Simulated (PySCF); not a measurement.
C3H8OSi2, SMILES C(C[SiH3])#C[SiH2]O.

Geometry optimised at B3LYP-D3(BJ)/def2-SVP. This is a generated structure with no PubChem entry under its InChIKey; it may be hypothetical. The values are those of a single conformer.

Method: PySCF with B3LYP-D3(BJ)/def2-SVP.

Frequencies are harmonic and unscaled.

Computed vibrational spectrum:
```
mode  ν (cm⁻¹)  IR (km/mol)  moving atoms (share of kinetic energy)
----  --------  -----------  --------------------------------------
1           12          2.2         H 36 %, Si 25 %, O 22 %, C 17 %
2           53          0.5         Si 35 %, O 33 %, C 18 %, H 14 %
3          110          1.1                          H 63 %, C 30 %
4          139         14.5         H 31 %, Si 30 %, C 27 %, O 12 %
5          165          5.4                          H 62 %, C 36 %
6          206         82.9                          H 62 %, C 27 %
7          321         59.6         C 44 %, O 28 %, H 16 %, Si 12 %
8          381          2.7                          C 68 %, H 30 %
9          482         15.8                         C 72 %, Si 19 %
10         498         22.7                 H 37 %, C 32 %, Si 30 %
11         509          8.4                           H 89 %, C 8 %
12         625         74.7                 H 38 %, C 34 %, Si 27 %
13         650         84.9                 H 69 %, Si 17 %, C 12 %
14         743         35.4                           H 89 %, C 8 %
15         745          6.2                 H 44 %, C 43 %, Si 12 %
16         823        129.1                 H 50 %, O 39 %, Si 10 %
17         835         54.2                          H 62 %, C 30 %
18         901          9.5                 H 48 %, O 30 %, Si 21 %
19         918        443.3                          H 90 %, Si 9 %
20         941        298.8                         H 86 %, Si 12 %
21         951         46.9                                  H 97 %
22         955         33.5                                  H 97 %
23         971        122.3                         H 89 %, Si 10 %
24        1071         36.6                          C 63 %, H 33 %
25        1149          3.8                          H 89 %, C 11 %
26        1183          8.1                          H 50 %, C 49 %
27        1412          7.1                          H 89 %, C 11 %
28        2213        177.2                                  H 96 %
29        2224        135.8                                  H 97 %
30        2238         65.0                                  H 96 %
31        2244        100.7                                  H 96 %
32        2265        186.5                          H 83 %, C 14 %
33        2275         98.5                          C 83 %, H 16 %
34        3026          7.4                                  H 95 %
35        3075          0.4                           H 91 %, C 9 %
36        3872         73.1                                  H 94 %
```
